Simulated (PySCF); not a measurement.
H3ISiSn, neutral, multiplicity 1. Atoms are numbered in the order given.

```xyz
6

Sn     0.8340    -0.9809     0.0000
I     -0.2297     1.5876     0.0000
Si    -1.6494    -2.0307     0.0000
H     -1.6497    -3.5291     0.0000
H     -2.3929    -1.5697    -1.2132
H     -2.3929    -1.5697     1.2132
```

Geometry optimised at B3LYP-D3(BJ)/def2-SVP. The def2 effective core potentials stand for the cores of I, Sn; spin–orbit coupling is left out.

Calculation: HF/def2-TZVPD (PySCF).

Mulliken values depend strongly on the basis, most of all with diffuse functions as here. ESP charges are fitted to the potential on shells at 1.4 to 2.0 van der Waals radii. Atomic charges (e):

| atom | Mulliken | ESP fit |
|---|---|---|
| Sn1 | 0.40 | 0.14 |
| I2 | -0.29 | -0.24 |
| Si3 | -0.05 | 0.73 |
| H4 | -0.05 | -0.22 |
| H5 | 0.00 | -0.20 |
| H6 | 0.00 | -0.20 |
